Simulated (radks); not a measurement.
Results of a calculation; reference values are marked as such.
Task: Ionisation of neutral silicon, [Ne] 3s2 3p2, to [Ne] 3s2 3p1 as the strength of local exchange is varied. Code: a radial shooting solver on a logarithmic mesh with Libxc functionals. Model: Dirac Kohn-Sham, Slater X-alpha exchange (alpha = 2/3 is LDA exchange), no correlation, spin-unpolarised, spherical densities, point nucleus; open shells fill j = l - 1/2 first.

alpha  E(Si) (hartree)  exchange (hartree)  IE (eV)  -e of the level emptied (eV)  <r> of it (bohr)
0.571       -285.12758           -15.73629    6.067                 2.624 (3p1/2)             3.001
0.774       -290.76875           -21.68630    7.631                 3.917 (3p1/2)             2.749
0.903       -294.40190           -25.56332    8.716                 4.848 (3p1/2)             2.618
0.984       -296.70234           -28.03573    9.432                 5.474 (3p1/2)             2.545
?           -287.78371           -18.52703    6.784                 3.208 (3p1/2)             2.874

Which alpha was used in the last row?

Result: alpha = 0.667. NIST Atomic Spectra Database: 8.152 eV (measured). The Delta-SCF value meets it near alpha = 0.84. Spin polarisation and multiplet splitting are left out, so open shells lie too high by an amount that depends on their filling.

Beside tabulated values, note that spin-unpolarised runs miss the spin-polarisation part of the exchange energy of open shells.
